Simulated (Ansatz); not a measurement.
Calculated with Ansatz (gas phase, PBE0-D4/def2-TZVP geometries, no zero-point term in ΔE). CCSD(T)/CBS is the MP2 limit (def2-TZVPP, def2-QZVPP) plus CCSD(T) − MP2 in def2-TZVPP, frozen cores. Functionals use def2-TZVPP. B3LYP here is the variant with VWN-RPA as its local correlation; programs differ in this. Each species was taken in one conformer, which may not be the lowest.

Reaction (ligand exchange at a B–N bond): `CNB[SiH3]` + `CN[SiH3]` → `CN([SiH3])B[SiH3]` + CH₃NH₂

```
             level  ΔE (kJ/mol)  difference from CCSD(T)/CBS
            PBE-D4         18.2                          3.3
           PBE0-D4         18.0                          3.1
              PBE0         23.1                          8.2
             B3LYP         27.7                         12.8
     HF/def2-TZVPP         27.1                         12.2
   CCSD/def2-TZVPP         17.0                          2.1
    MP2/def2-QZVPP         14.5                         -0.4
SCS-MP2/def2-QZVPP         16.7                          1.8
     MP2/CBS(def2)         14.5                         -0.4
    CCSD/CBS(def2)         17.1                          2.2
       CCSD(T)/CBS         14.9                            0
```

Largest T1 diagnostic among the species: 0.014.

The D4 term adds −9.1 kJ/mol with B3LYP and −5.0 kJ/mol with PBE0; it sums over pairs of atoms, weighted by their polarisabilities, and B3LYP, whose exchange is more repulsive, gets the larger term. In def2-TZVPP, CCSD(T) changes the Hartree–Fock value by −12.2 kJ/mol (the triples alone add −2.2 kJ/mol) and MP2 by −12.6 kJ/mol.
